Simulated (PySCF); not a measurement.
N$_{2}$, singlet, geometry from GFN2-xTB; B3LYP/def2-SVP (PySCF).

Here is a job for PySCF.
```python
from pyscf import gto, scf, dft

mol = gto.M(
    atom='''
N    -0.000000   -0.000000   -0.549110
N     0.000000    0.000000    0.549110
''',
    basis='def2-svp',
    charge=0,
    spin=0,
    verbose=4,
)

mf = dft.RKS(mol)
mf.xc = 'b3lyp'
mf.grids.level = 5
mf.kernel()
```

The log (banner, timings and long lists left out):

```
PySCF version 2.14.0

[INPUT] verbose = 4
[INPUT] num. atoms = 2
[INPUT] num. electrons = 14
[INPUT] charge = 0
[INPUT] spin (= nelec alpha-beta = 2S) = 0
[INPUT] symmetry False subgroup None
[INPUT] Mole.unit = angstrom
[INPUT] Symbol           X                Y                Z      unit          X                Y                Z       unit  Magmom
[INPUT]  1 N      0.000000000000   0.000000000000  -0.549110000000 AA    0.000000000000   0.000000000000  -1.037667512260 Bohr   0.0
[INPUT]  2 N      0.000000000000   0.000000000000   0.549110000000 AA    0.000000000000   0.000000000000   1.037667512260 Bohr   0.0

nuclear repulsion = 23.6106457131358
number of shells = 12
number of NR pGTOs = 48
number of NR cGTOs = 28
basis = def2-svp
ecp = {}

******** <class 'pyscf.dft.rks.RKS'> ********
method = RKS
initial guess = minao
damping factor = 0
level_shift factor = 0
DIIS = <class 'pyscf.scf.diis.CDIIS'>
diis_start_cycle = 1
diis_space = 8
diis_damp = 0
SCF conv_tol = 1e-09
SCF conv_tol_grad = None
SCF max_cycles = 50
direct_scf = True
direct_scf_tol = 1e-13
XC library pyscf.dft.libxc version 7.1.2
    S. Lehtola, C. Steigemann, M. J. T. Oliveira, and M. A. L. Marques,  SoftwareX 7, 1–5 (2018)
XC functionals = b3lyp
    P. J. Stephens, F. J. Devlin, C. F. Chabalowski, and M. J. Frisch,  J. Phys. Chem. 98, 11623 (1994)
radial grids:
    Treutler-Ahlrichs [JCP 102, 346 (1995); DOI:10.1063/1.469408] (M4) radial grids

becke partition: Becke, JCP 88, 2547 (1988); DOI:10.1063/1.454033
pruning grids: <function nwchem_prune>
grids dens level: 5
symmetrized grids: False
atomic radii adjust function: <function treutler_atomic_radii_adjust>
small_rho_cutoff = 0
Set gradient conv threshold to 3.16228e-05
Initial guess from minao.
tot grids = 84232
init E= -109.56609480676
  HOMO = -0.393321898439086  LUMO = -0.0414056971118453  gap/eV = 9.57613
cycle= 1 E= -109.438016818409  delta_E= 0.128  |g|= 0.0738  |ddm|= 1.81
  HOMO = -0.438282033353586  LUMO = -0.0332172941998726  gap/eV = 11.02237
cycle= 2 E= -109.438910720624  delta_E= -0.000894  |g|= 0.0358  |ddm|= 0.17
  HOMO = -0.4285516093282  LUMO = -0.0224611083223668  gap/eV = 11.05029
cycle= 3 E= -109.439201755498  delta_E= -0.000291  |g|= 0.00459  |ddm|= 0.0348
  HOMO = -0.430494364067155  LUMO = -0.0240015351824427  gap/eV = 11.06123
cycle= 4 E= -109.439207190582  delta_E= -5.44e-06  |g|= 0.00066  |ddm|= 0.00583
  HOMO = -0.430279218969772  LUMO = -0.023825460509114  gap/eV = 11.06017
cycle= 5 E= -109.439207289623  delta_E= -9.9e-08  |g|= 1.44e-05  |ddm|= 0.00112
  HOMO = -0.430284667776516  LUMO = -0.0238299052737386  gap/eV = 11.06020
cycle= 6 E= -109.439207289694  delta_E= -7.02e-11  |g|= 1.79e-07  |ddm|= 2.02e-05
  HOMO = -0.430284705496159  LUMO = -0.0238299027881126  gap/eV = 11.06020
Extra cycle  E= -109.439207289693  delta_E= 2.27e-13  |g|= 3.23e-08  |ddm|= 7.84e-07
converged SCF energy = -109.439207289693
```
